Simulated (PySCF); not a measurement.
This script is equivalent to a calculation on Cr¹³⁺ (chromium, charge +13).

```python
from pyscf import gto, scf, dft, mp, cc
mol = gto.M(atom="Cr 0 0 0", charge=13, spin=1, symmetry="D2h",
            basis=gto.etbs([(0, 17, 0.81, 2.5), (1, 11, 1.1, 2.5), (2, 5, 4.4, 2.7), (3, 4, 6.6, 2.7)]))
mf = scf.UHF(mol)
mf.irrep_nelec = {'Ag': (3, 2), 'B1u': (1, 1), 'B2u': (1, 1), 'B3u': (1, 1)}
mf.kernel()
```

What total energy does it give?

-971.23976 hartree (calculated).

Which occupied shell lies highest, and where?

3s α, at -381.15 eV.

What is ⟨S²⟩, and what would a pure spin state give?

0.750, against 0.75.
